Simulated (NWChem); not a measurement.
Basis-set convergence for HFSSi

```xyz
4

Si    -0.8064    -0.4745     0.0000
F      0.3251    -1.6795     0.0000
S      0.5536     1.2284     0.0000
H     -0.4929     2.1039     0.0000
```
Charge 0, spin multiplicity 1.

All runs are NWChem calculations. Structure: optimised with PBE/def2-SVP, a minimum by its harmonic frequencies. It is one conformer; others weren't searched.

Quantity: LUMO energy at the level B3LYP.

B3LYP has NWChem's definition, with VWN1-RPA local correlation. The structure started from a generated list of species.

Relative cost: rough, from shared machines, SCF included, pcseg-1 = 1.

### Question
In def2-QZVP the value is -2.54 eV. Among pcseg-1, def2-SVPD, aug-pcseg-1, aug-cc-pVDZ, pcseg-2, cc-pVTZ, def2-TZVPP, aug-cc-pVTZ, cc-pVQZ, which is the smallest basis within 0.2 eV of it?

### Answer
pcseg-1, with 55 functions against 227 and about 2 % of the time (also within reach: def2-SVPD, aug-pcseg-1, aug-cc-pVDZ, pcseg-2, cc-pVTZ, def2-TZVPP, aug-cc-pVTZ, cc-pVQZ). def2-QZVP isn't the basis-set limit itself, and a small set can land close by cancellation.

```
basis        functions  LUMO energy (eV)  relative cost
-----------  ---------  ----------------  -------------
pcseg-1             55             -2.59              1
def2-SVPD           82             -2.58        under 3
aug-pcseg-1         86             -2.63        under 3
aug-cc-pVDZ         86             -2.59        under 3
pcseg-2            112             -2.56        under 3
cc-pVTZ            112             -2.45              4
def2-TZVPP         129             -2.47        under 3
aug-cc-pVTZ        169             -2.57             10
cc-pVQZ            203             -2.52             30
def2-QZVP          227             -2.54             50
```
